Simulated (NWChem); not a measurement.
Species: GaNH3OF; SMILES [NH2][Ga]([OH])[F]

```xyz
7

Ga    -0.0125     0.0033    -0.0045
F      1.6230    -0.6320     0.0065
O     -1.3367    -1.1736     0.0064
H     -1.0307    -2.0863     0.0246
N     -0.2606     1.7757     0.0273
H     -1.1708     2.2002    -0.0915
H      0.4998     2.4313    -0.0933
```
Atoms are numbered in this order, from 1.

Results from NWChem. Structure relaxed at the PBE0/def2-SVP level. Ions are spin-unrestricted doublets at the neutral geometry; other ion states weren't tried.

Q: Estimate the computed values for PBE0/def2-SVP. Quantities: vertical ionisation energy, ΔSCF (eV); −ε(HOMO) (eV).

A: 
- vertical ionisation energy, ΔSCF (eV) = 10.09
- −ε(HOMO) (eV) = 7.59
